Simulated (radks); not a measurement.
Results of a calculation; reference values are marked as such.
Task: These are the eigenvalues of the occupied orbitals of an atom or ion with whole-number occupations (eV). Level of theory: Dirac Kohn-Sham, BLYP, spin-unpolarised, spherical densities, finite nucleus; Fermi nuclear charge, rms radius of each element as measured or else 0.836 A^(1/3) + 0.57 fm (a radial shooting solver on a logarithmic mesh with Libxc functionals).

1s1/2: -28443.95
2s1/2: -5781.637
2p1/2: -5533.104
2p3/2: -5334.982
3s1/2: -2248.744
3p1/2: -2160.727

Which element is it, and in what charge state? The configuration may be excited. Open shells, if any, fill j = l - 1/2 first.

Result: Z = 48, cadmium, charge +34: Cd34+ in [Ne] 3s2 3p2. The list shows which subshells hold electrons but not how many an open one holds; the 1s level, -1045.3 hartree, gives Z - s = 45.7 by -(Z - s)^2/2, which with screening and relativity narrows Z to a few neighbours, and the depths of the outer levels then fix element, charge and occupations together.
